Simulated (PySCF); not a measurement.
Compound: C4H14BGeNO2.
Atom-mapped SMILES: `[CH3:1][O:2][B:3]([CH2:4][N:5]([CH3:6])[GeH3:7])[O:8][CH3:9]` (hydrogens: H10, H11, H12 on C1; H13, H14 on C4; H15, H16, H17 on C6; H18, H19, H20 on Ge7; H21, H22, H23 on C9)

Computed with PBE0-D3(BJ)/def2-SVP geometry optimisation, gas phase in PySCF.

Question: Give the optimised bond lengths and angles.

Answer: 
```json
{"bond": "C1–O2, O8–C9", "length (Å)": "1.403"}
{"bond": "O2–B3, B3–O8", "length (Å)": "1.358"}
{"bond": "B3–C4", "length (Å)": "1.576"}
{"bond": "C4–N5", "length (Å)": "1.437"}
{"bond": "N5–C6", "length (Å)": "1.438"}
{"bond": "N5–Ge7", "length (Å)": "1.845"}
{"bond": "C1–H10 and 5 like bonds", "length (Å)": "1.101"}
{"bond": "C4–H13, C4–H14", "length (Å)": "1.117"}
{"bond": "C6–H15, C6–H16", "length (Å)": "1.110"}
{"bond": "C6–H17", "length (Å)": "1.099"}
{"bond": "Ge7–H18, Ge7–H19, Ge7–H20", "length (Å)": "1.545"}
```

Bonds in one row agree within 0.01 Å and their mean is given. A selection of angles:
```json
{"angle": "O2–C1–H10", "degrees": "111.7"}
{"angle": "O2–C1–H12", "degrees": "108.4"}
{"angle": "H10–C1–H11", "degrees": "108.2"}
{"angle": "C1–O2–B3", "degrees": "122.8"}
{"angle": "O2–B3–C4", "degrees": "123.6"}
{"angle": "O2–B3–O8", "degrees": "118.4"}
{"angle": "C4–B3–O8", "degrees": "118.0"}
{"angle": "B3–C4–N5", "degrees": "118.0"}
{"angle": "B3–C4–H13", "degrees": "107.2"}
{"angle": "B3–C4–H14", "degrees": "106.4"}
{"angle": "N5–C4–H13", "degrees": "110.1"}
{"angle": "N5–C4–H14", "degrees": "111.0"}
{"angle": "H13–C4–H14", "degrees": "103.0"}
{"angle": "C4–N5–C6", "degrees": "112.7"}
{"angle": "C4–N5–Ge7", "degrees": "127.2"}
{"angle": "C6–N5–Ge7", "degrees": "119.5"}
{"angle": "N5–C6–H15", "degrees": "112.3"}
{"angle": "H15–C6–H16", "degrees": "106.6"}
{"angle": "N5–Ge7–H18", "degrees": "114.5"}
{"angle": "N5–Ge7–H20", "degrees": "101.9"}
{"angle": "H18–Ge7–H19", "degrees": "110.2"}
{"angle": "H18–Ge7–H20", "degrees": "107.8"}
{"angle": "H21–C9–H22", "degrees": "109.4"}
```

Torsions: C1–O2–B3–C4 -3° (synperiplanar); O2–B3–C4–N5 174° (antiperiplanar); B3–C4–N5–C6 180° (antiperiplanar); O2–B3–O8–C9 -1° (synperiplanar). The mirror-image conformer, all signs reversed, is as good.

Ge7 (germanium bonded to N and 3 H) is distorted tetrahedral (angles from 101.9° to 114.5°). N5 (nitrogen bonded to 2 C and Ge) is planar (angles 127.2°, 119.5° and 112.7°, sum 359.5°, 0.07 Å off the plane of its three neighbours). Of the pairs four or more bonds apart, O2···H22 is among the closest relative to their van der Waals radii: 2.50 Å, 92 % of the sum of Bondi's values. B3 (three-coordinate boron) is planar (angles 123.6°, 118.4° and 118.0°, sum 360.0°, 0.00 Å off the plane of its three neighbours).

Not checked by PBE0-D3(BJ)/def2-SVP frequencies. The numbers are those of one conformer.

On Arm Neoverse V2, one thread, no GPU, on a shared host, this took 3.3 min of wall time and 1.1 GiB of memory at its peak. That covers the optimisation of the geometry.
